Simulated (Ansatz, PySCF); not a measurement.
This PySCF input computes a B3LYP/def2-TZVPD energy:

```python
from pyscf import gto, scf, dft

mol = gto.M(
    atom='''
    C    -0.03474644   -0.01975027   -1.05084796
    S    -0.03139027   -0.00932647    0.50594900
    H     0.71072294    0.26772505   -1.79009618
    ''',
    basis='def2-tzvpd',
    charge=0,
    spin=1,
    verbose=4,
)

mf = dft.UKS(mol, xc='b3lyp').density_fit(auxbasis='def2-universal-jkfit')
mf.grids.level = 3
mf.conv_tol = 1e-9
mf.max_cycle = 100
mf.max_memory = 1500
mf.kernel()
if not mf.converged:
    mf = mf.newton()
    mf.kernel(mf.make_rdm1())
for _ in range(2):
    mo, _, stable, _ = mf.stability(return_status=True)
    if stable:
        break
    mf.kernel(mf.make_rdm1(mo, mf.mo_occ))
mf.analyze()
```

Write an input for the same energy in Ansatz (a first-principles code) and say what it gives.


Ansatz 0.2 input:
```yaml
crystal:
  periodic: [false, false, false]
  atoms:
    - {symbol: C, position_ang: [-0.03474644, -0.01975027, -1.05084796]}
    - {symbol: S, position_ang: [-0.03139027, -0.00932647, 0.50594900]}
    - {symbol: H, position_ang: [0.71072294, 0.26772505, -1.79009618]}
basis:
  gaussian:
    orbitals: def2-TZVPD
hamiltonian:
  xc: {name: B3LYP}
magnetization: {spin_polarized: true, initial_magnetization: 1}
output: {forces: true}
```
It gives -436.85501 Eh, and PySCF -436.85503 Eh, a difference of 0.02 mEh, from the treatment of integrals and grids.

It need not be the lowest isomer of its formula.
